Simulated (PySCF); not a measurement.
Two species compared at the same levels of theory.

First species: C₃H₉FSi₃.
SMILES with atom numbers: `[CH:1]#[C:2][SiH2:3][C@H:4]([SiH3:5])[SiH2:6][F:7]` (hydrogens: H8 on C1; H9, H10 on Si3; H11 on C4; H12, H13, H14 on Si5; H15, H16 on Si6)

Cartesian coordinates in Å at the GFN2-xTB level; atoms count from 1:
```xyz
16
C3H9FSi3 angstrom
C      3.4010    0.8449   -0.4955
C      2.5107    0.2512    0.0521
Si     1.1366   -0.6787    0.8750
C     -0.4827   -0.2570   -0.0499
Si    -0.9515    1.5864    0.1014
Si    -1.8999   -1.3974    0.4646
F     -2.1430   -1.1845    2.0448
H      4.1795    1.3669   -0.9740
H      1.4415   -2.1134    0.7468
H      1.0780   -0.2738    2.2824
H     -0.2933   -0.4451   -1.1109
H      0.1686    2.4146   -0.3537
H     -2.1193    1.8584   -0.7461
H     -1.2768    1.9186    1.4885
H     -1.5770   -2.8145    0.3449
H     -3.1801   -1.0677   -0.1467
```

Second species: C6H6N2O.
SMILES: `Cc1cc(C=O)cnn1`

Levels: B3LYP/def2-SVPD for dipole moment, HOMO energy, LUMO energy, HOMO–LUMO gap, static isotropic polarisability and electronic spatial extent ⟨r²⟩ about the centre of nuclear charge; TDDFT B3LYP/def2-SVPD for lowest singlet excitation; TDA B3LYP/def2-SVPD for lowest triplet excitation (Tamm–Dancoff); GFN2-xTB for rotational constant A and rotational constant C. Geometries: GFN2-xTB. Each structure is a single optimised conformer of the isolated species, non-relativistic unless stated; the electronic structure was computed with PySCF and density fitting.

Dipoles, sizes and rotational constants follow the conformer. The torsions of the flexible species, by atom-mapped SMILES:
- `[CH:1]#[C:2][SiH2:3][C@H:4]([SiH3:5])[SiH2:6][F:7]`: C2–Si3–C4–Si5 -64°, Si3–C4–Si6–F7 61°
- `[CH3:1][c:2]1[cH:3][c:4]([CH:5]=[O:6])[cH:7][n:8][n:9]1`: C3–C4–C5–O6 0°

Values for the first species:

```
Dipole moment                                                     : 2.15 D
HOMO energy                                                       : -8.05 eV
LUMO energy                                                       : -0.62 eV
HOMO–LUMO gap                                                     : 7.43 eV
Lowest singlet excitation                                         : 6.08 eV
Lowest triplet excitation (Tamm–Dancoff)                          : 5.07 eV
Static isotropic polarisability                                   : 111.9 au
Electronic spatial extent ⟨r²⟩ about the centre of nuclear charge : 1680 bohr²
Rotational constant A                                             : 2.222 GHz
Rotational constant C                                             : 0.683 GHz
```

(1) Estimate the same properties for the second species, and the change in each.

## Answers

(1) 
```csv
property,first,second,second less first
dipole moment,2.15 D,1.09 D,-1.06 D
HOMO energy,-8.05 eV,-6.68 eV,+1.37 eV
LUMO energy,-0.62 eV,-3.07 eV,-2.45 eV
HOMO–LUMO gap,7.43 eV,3.61 eV,-3.82 eV
lowest singlet excitation,6.08 eV,2.51 eV,-3.57 eV
lowest triplet excitation (Tamm–Dancoff),5.07 eV,2.05 eV,-3.02 eV
static isotropic polarisability,111.9 au,86.5 au,-25.4 au
electronic spatial extent ⟨r²⟩ about the centre of nuclear charge,1680 bohr²,1207 bohr²,-473 bohr²
rotational constant A,2.222 GHz,3.147 GHz,+0.925 GHz
rotational constant C,0.683 GHz,0.917 GHz,+0.234 GHz
```

On the first: S1 lies 1.35 eV below the HOMO–LUMO gap; its leading configuration is HOMO−1→LUMO, weight 0.37, beside HOMO−1→LUMO+1, weight 0.24. No computed singlet falls in the visible range (750 to 380 nm, 1.65 to 3.26 eV); S1 lies 2.82 eV above its blue end.

On the second: S1 lies 1.10 eV below the HOMO–LUMO gap; its leading configuration is HOMO→LUMO, weight 0.99. The dipole matches unit charges of opposite sign 0.23 Å apart (1 e·Å = 4.8032 D).
